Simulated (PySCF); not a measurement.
# Cheap and costly routes to an ionisation energy

All numbers below are calculated, not measured. They come from PySCF 2.14.0, an open-source quantum chemistry program, on isolated molecules that a program drew, which may never have been made.

Each row is one molecule at its Hartree-Fock double-zeta minimum. Values are energies in eV to remove one electron at fixed geometry, as differences of total energies, from the first spin state named to the second. Koopmans is minus the highest occupied HF orbital energy, given where it applies. The basis family is cc-pV(n+d)Z, with diffuse functions on anions, UHF for radicals and no spin-orbit coupling. Best is HF at quadruple zeta, plus MP2 correlation extrapolated from triple and quadruple zeta, plus CCSD(T) minus MP2 at triple zeta, with a frozen core. The other columns are at triple zeta. The step is the size of the change in best from the same recipe one zeta lower. Germanium has the cc-pVnZ-PP basis, with a core potential (ECP10MDF) in place of its 10 inner electrons, and its 3s, 3p and 3d shells are frozen in MP2 and coupled-cluster steps.

| SMILES | charge | spin states | Koopmans | MP2 | CCSD | PBE | HF | CCSD(T) | best | step |
|---|---|---|---|---|---|---|---|---|---|---|
| [OH][GeH] | 0 | singlet to doublet | 9.44 | 9.32 | 9.43 | 9.34 | 8.61 | 9.42 | 9.55 | 0.05 |
| [OH][Ge][Cl] | 0 | singlet to doublet | 10.38 | 10.08 | 10.06 | 9.83 | 9.42 | 10.03 | 10.23 | 0.11 |
| N=BF | 0 | singlet to doublet | 11.82 | 11.52 | 11.25 | 11.30 | 9.83 | 11.35 | 11.55 | 0.08 |
| O=[Si](F)F | 0 | singlet to doublet | 13.55 | 12.52 | 12.12 | 12.21 | 10.53 | 12.24 | 12.50 | 0.09 |
| [OH][Ge][OH] | 0 | singlet to doublet | 10.63 | 10.35 | 10.47 | 10.40 | 9.69 | 10.45 | 10.63 | 0.07 |
| OB(F)F | 0 | singlet to doublet | 15.40 | 14.25 | 13.95 | 13.31 | 12.67 | 13.98 | 14.22 | 0.08 |
| [F][AlH][F] | 0 | singlet to doublet | 13.72 | 13.07 | 13.28 | 12.55 | 12.55 | 13.23 | 13.35 | 0.02 |
| NBF | 0 | singlet to doublet | ? | 11.43 | ? | ? | ? | ? | ? | ? |

**Estimate the best value of the last row from its MP2 value.**

A least-squares line through the other rows is best = 0.60 + 0.959 x MP2, with a scatter of 0.13 eV (squared misfits over 5 degrees of freedom). At 11.43 eV it gives 11.56 eV. The calculation gives 11.48 eV, with a step of 0.07 eV, so the line misses by 0.08 eV. Over the other rows MP2 lies on average 0.13 eV below best. The rest of the last row: 11.21 (CCSD), 11.21 (PBE), 9.89 (HF), 11.29 (CCSD(T)), 12.12 (Koopmans).
